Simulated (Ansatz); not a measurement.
Compare A (`C[SiH2]BO[SiH3]`) with its isomer B (`CB(O)[SiH2][SiH3]`).

Calculated with Ansatz (gas phase, PBE0-D4/def2-TZVP geometries, no zero-point term in ΔE). CCSD(T)/CBS adds triple-zeta CCSD(T) − MP2 to the extrapolated MP2 energy (def2 sets, frozen cores). Functionals use def2-TZVPP. B3LYP here is the variant with VWN-RPA as its local correlation; programs differ in this. One conformer a species, not always the lowest.

A:

```xyz
14

C     0.257    0.162    2.804
Si    0.250    1.063    1.153
B     0.253   -0.224   -0.419
O    -0.438    0.065   -1.543
Si   -0.603   -0.742   -2.984
H    -0.656   -0.424    2.933
H     0.327    0.866    3.635
H     1.108   -0.521    2.865
H     1.492    1.891    1.051
H    -0.904    2.007    1.092
H     0.888   -1.255   -0.389
H     0.176   -2.006   -2.950
H    -2.044   -1.026   -3.185
H    -0.106    0.145   -4.063
```

B:

Z-matrix (Å, degrees):
```
C
B 1 1.563
H 1 1.093 2 112.7
H 1 1.096 2 110.5 3 -121.6
H 1 1.096 2 110.7 3 122.0
O 2 1.358 1 117.9 3 1.3
Si 2 2.042 1 121.6 3 179.6
H 6 0.961 2 114.2 1 -179.6
Si 7 2.341 2 110.2 1 -69.0
H 7 1.497 2 111.4 1 171.1
H 7 1.492 2 111.7 1 50.7
H 9 1.489 7 110.2 2 -60.1
H 9 1.488 7 112.0 2 179.3
H 9 1.489 7 109.9 2 58.8
```

**Question.** Which is lower in electronic energy at CCSD(T)/CBS, and by how much? (Best estimate.)

**Answer.** The calculation gave: A, by 57.3 kJ/mol.

**Question.** Give E(B) − E(A) in kJ/mol with CCSD/def2-TZVPP, B3LYP-D4, B3LYP, PBE-D4, r2SCAN-D4, B2PLYP, PBE0-D4. (Best estimate.)

**Answer.** The calculation gave: CCSD/def2-TZVPP 60.8, B3LYP-D4 55.6, B3LYP 59.0, PBE-D4 26.0, r2SCAN-D4 44.0, B2PLYP 62.4, PBE0-D4 34.7. None reverses the order clearly.

Largest T1 diagnostic: 0.014.

The D4 term adds −3.4 kJ/mol with B3LYP and −2.1 kJ/mol with PBE0; it sums over pairs of atoms, weighted by their polarisabilities, and B3LYP, whose exchange is more repulsive, gets the larger term. In def2-TZVPP, CCSD(T) changes the Hartree–Fock value by −32.5 kJ/mol (the triples alone add −4.7 kJ/mol) and MP2 by −25.5 kJ/mol.
